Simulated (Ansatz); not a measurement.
`CC(C)[SiH2]Cl` → `CCC` + `[SiH]Cl` at 700 K and 1 bar (silylene formation by 1,1-elimination).

Program: Ansatz. Geometries: PBE0-D4/def2-TZVP. ΔE: electronic, gas phase. CCSD(T)/CBS adds triple-zeta CCSD(T) − MP2 to the extrapolated MP2 energy (def2 sets, frozen cores). This one scheme is used for every species. Each species was taken in one conformer, which may not be the lowest.

```csv
species,CCSD(T)/CBS energy (Eh),H − E (kJ/mol),S (J/(mol·K))
`CC(C)[SiH2]Cl`,-868.49382,385.4,495.7
`CCC`,-118.98051,329.4,356.3
`[SiH]Cl`,-749.43948,49.2,290.2
```

H − E and S are ideal-gas, rigid-rotor, harmonic terms from PBE0-D4/def2-TZVP, for one conformer and one mirror image of each species. 1 Eh = 2625.50 kJ/mol, R = 8.31446 J/(mol·K).

**Question.** By hand: ΔE, ΔH, ΔS and ΔG.

**Answer.** ΔE = (-118.98051) + (-749.43948) − (-868.49382) = 0.07383 Eh = 193.8 kJ/mol. Δ(H − E) = 329.4 + 49.2 − 385.4 = -6.8, so ΔH = 187.0 kJ/mol. ΔS = 356.3 + 290.2 − 495.7 = 150.8 J/(mol·K). ΔG = 187.0 − 700 × (150.8)/1000 = 81.4 kJ/mol.

**Question.** By hand: the equilibrium constant, and the temperature at which ΔG would vanish if ΔH and ΔS stayed fixed.

**Answer.** log₁₀ K = −ΔG/(RT ln 10) = -6.1. ΔG = 0 at ΔH/ΔS = 1240 K.

The number of gas molecules changes by +1, which sets the sign of ΔS. A doubt of 5 kJ/mol in ΔE shifts log₁₀ K by 0.4 here. Other conformers and mirror images would add mixing entropy, several J/(mol·K) or more a flexible species. These are equilibria of isolated gas molecules and say nothing of rates. Largest T1 diagnostic: 0.013 (customary marks: 0.02 for closed shells, 0.045 for open ones).
